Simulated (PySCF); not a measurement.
Species: C7H6.
Atom-mapped SMILES: `[CH:1]#[C:2][C@@H:3]1[CH:4]=[C:5]1[CH:6]=[CH2:7]` (hydrogens: H8 on C1; H9 on C3; H10 on C4; H11 on C6; H12, H13 on C7)

A PySCF run (density fitting, gas phase, GFN2-xTB geometry) gave HOMO -5.89 eV, LUMO -2.26 eV, dipole 1.37 D and E = -270.084 Eh.

Question: Which of these levels was it?
A. PBE0/6-311G**
B. HCTH407/pcSseg-1
C. revPBE/aug-pcSseg-1

Answer: C. It is revPBE/aug-pcSseg-1. All candidates on this geometry:

| level and settings | kind | basis functions | SCF cycles | E (Eh) | HOMO (eV) | LUMO (eV) | dipole (D) |
| --- | --- | --- | --- | --- | --- | --- | --- |
| revPBE/aug-pcSseg-1 | GGA | 236 | 16 | -270.0838 | -5.89 | -2.26 | 1.37 |
| HCTH407/pcSseg-1, start guess vsap, energy threshold 1e-08 Eh | GGA | 149 | 15 | -270.1197 | -6.05 | -2.36 | 1.34 |
| PBE0/6-311G**, damping 0.1 at the start, DIIS from the seventh cycle | global hybrid | 162 | 17 | -269.9010 | -6.91 | -1.25 | 1.36 |

The nearest other candidate, by the summed differences of HOMO and LUMO, is HCTH407/pcSseg-1: its HOMO differs by -0.16 eV and its LUMO by -0.10 eV. Cycle counts include a coarse-grid stage where the run had one. All basis functions are spherical, in the Pople sets too.

The values belong to the conformer `[CH:1]#[C:2][C@@H:3]1[CH:4]=[C:5]1[CH:6]=[CH2:7]`: C4–C5–C6–C7 -177°.
